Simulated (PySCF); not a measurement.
3-methylbenzoyl chloride, C₈H₇ClO.
SMILES with atom numbers: `[CH3:1][c:2]1[cH:3][cH:4][cH:5][c:6]([C:7](=[O:8])[Cl:9])[cH:10]1` (hydrogens: H11, H12, H13 on C1; H14 on C3; H15 on C4; H16 on C5; H17 on C10)

Structure used (PBE0-D3(BJ)/def2-SVP), in Å, numbered top down from 1:
```xyz
17
C8H7ClO angstrom
C      0.250   -0.741    0.093
C      1.522    0.027    0.301
C      1.506    1.406    0.552
C      2.688    2.125    0.716
C      3.919    1.484    0.637
C      3.955    0.108    0.391
C      5.210   -0.675    0.292
O      5.283   -1.842    0.086
Cl     6.713    0.277    0.512
C      2.762   -0.608    0.226
H     -0.592   -0.279    0.628
H     -0.017   -0.773   -0.977
H      0.347   -1.781    0.436
H      0.545    1.925    0.621
H      2.648    3.199    0.912
H      4.850    2.037    0.766
H      2.824   -1.682    0.039
```

Linear response at CAM-B3LYP/def2-SVPD (PySCF, frozen core in the response, non-relativistic). The structure is a single PBE0-D3(BJ)/def2-SVP conformer in the gas phase; no vibrational or solvent corrections.

Static isotropic polarisability: 111.82 au (16.57 Å³), principal values 66.0, 118.7, 150.8 au.

(1) What is the polarisability at 1064 nm and at the sodium D line?

(2) What is the isotropic C6 coefficient between two such molecules, C6 = (3/π)∫α(iω)² dω?

(3) Which effective excitation energy ω̄ makes London's formula C6 = (3/4)α²ω̄ exact here?

(4) What n − 1 at the D line would an ideal gas of it have at 273.15 K and 1 atm (2.6868 × 10¹⁹ cm⁻³), by n − 1 = 2π·N·α′?

(5) What does −C6/R⁶ come to at R = 12 Å between centres?

(6) What three-body coefficient follows from the one-pole estimate C9 = (3/4)·α·C6?

(7) The lowest 10 singlets have (eV, f): 4.70, 0.000; 4.74, 0.031; 5.28, 0.254; 6.14, 0.000; 6.41, 0.114; 6.49, 0.348; 6.64, 0.306; 6.99, 0.000; 7.25, 0.001; 7.39, 0.002. What share of the static polarisability do they carry in the sum over states α = Σ f/ω²?

(8) How anisotropic is the static polarisability, by Δα² = ½[(α1 − α2)² + (α2 − α3)² + (α3 − α1)²]?

## Answers

(1) 113.32 au at 1064 nm (+1.3 %), 117.06 au at 589.3 nm (+4.7 %). The rise at 589.3 nm is 3.50 times that at 1064 nm; a pure ω² law gives 3.26. The lowest singlet lies at 264 nm, shorter than both wavelengths.

(2) 4638 au (Eh·bohr⁶) by a ten-point quadrature over imaginary frequencies, which is 2770 eV·Å⁶ or 267 J·nm⁶/mol.

(3) ω̄ = 4·C6/(3α²) = 0.495 Eh = 13.5 eV. A one-pole form α(ω) = α/(1 − ω²/ω̄²) fitted to the 1064 nm value gives 10.1 eV. London's choice of the ionisation energy (9.43 eV, ΔSCF at the same level) gives C6 = 3250 au, 30 % too low.

(4) 29.28 × 10⁻⁴, a formal value whether or not that pressure can be reached.

(5) -90 J/mol. This is the leading, orientation-averaged term; C8 and higher terms are left out.

(6) 389000 au. This is an estimate from the two numbers above, not a computed integral.

(7) 21.08 au, 18.9 % of α; the largest term, 6.73 au, is that of the state at 5.28 eV. Their oscillator strengths add up to 1.06. Higher states carry the rest.

(8) Δα = 74.1 au, or 0.66 of the isotropic value.
